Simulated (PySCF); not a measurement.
Computed with TPSSh-D3(BJ)/def2-TZVP // B3LYP-D3(BJ)/def2-TZVP in PySCF 2.14.0. All species are isolated molecules in the gas phase. One relaxed conformer stands for a flexible species; it need not be the lowest. 

Reference species (SMILES): `[H]/N=C(/C)N` (neutral, multiplicity 1).

```yaml
HOMO–LUMO gap: 6.60 eV
HOMO: -6.22 eV
```

Changed species: `N1CNC1`.

Question: Predict the effect on the HOMO–LUMO gap and HOMO.

Answer: the HOMO–LUMO gap decreases by 0.36 eV, to 6.24 eV; the HOMO rises by 0.93 eV, to -5.29 eV.
